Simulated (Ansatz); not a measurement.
The same path of F4H2O2W + H2 (11 atoms, charge 0, multiplicity 1) was run twice with different band settings. Lost on the way: H10–H11. Made: W1–H10, O2–H11.

Computed with RKS LDA/def2-SVP (Ansatz).

Relaxed end points:

```xyz
11
Properties=species:S:1:pos:R:3
W -0.382 -0.176 -0.024
O -0.413 0.346 1.747
H 0.282 0.793 2.289
F 1.399 0.430 0.026
F -0.867 1.484 -0.707
F -2.186 -0.590 -0.068
O 0.065 -1.945 0.332
H 0.250 -2.739 -0.206
F -0.026 -0.602 -1.810
H 1.871 1.269 1.938
H 1.817 1.517 2.685
```

```xyz
11
Properties=species:S:1:pos:R:3
W 0.006 0.151 -0.166
O 0.543 -0.250 2.027
H -0.070 0.299 2.563
F 1.858 0.402 0.088
F -1.109 1.281 -1.142
F -1.596 0.047 0.830
O 0.029 -1.711 0.073
H -0.003 -2.046 0.996
F 0.597 -0.150 -1.905
H 0.119 1.600 0.757
H 1.437 0.164 2.080
```

Common settings: movable images 7; climbing image yes; spring 5.0 eV/Å²; optimiser quadratic models (default); start path through a guess of the saddle point; iteration limit 60; end points relaxed.

| run | force threshold |
| --- | --- |
| 1 | 0.03 eV/Å |
| 2 | 0.5 eV/Å |

Task: What does each run give, and how far can it be trusted?

Result: Run 1: converged after 38 iterations, highest image 1.202 eV above the first end. The profile has 2 maxima (images 1, 6) with wells between them (image 2): this band takes more than one step, which may be the mechanism or a detour left from its start path. A vibrational analysis at the climbing image gives one clearly imaginary mode, 647i cm⁻¹: a first-order saddle point.
Run 2: converged after 12 iterations, highest image 1.374 eV above the first end. The threshold of 0.5 eV/Å is loose, so the images may lie well off the minimum-energy path. The order of the point at the top wasn't checked.
The orbitals stay closed-shell, which can raise the energy where a bond breaks towards radicals; this wasn't checked here.
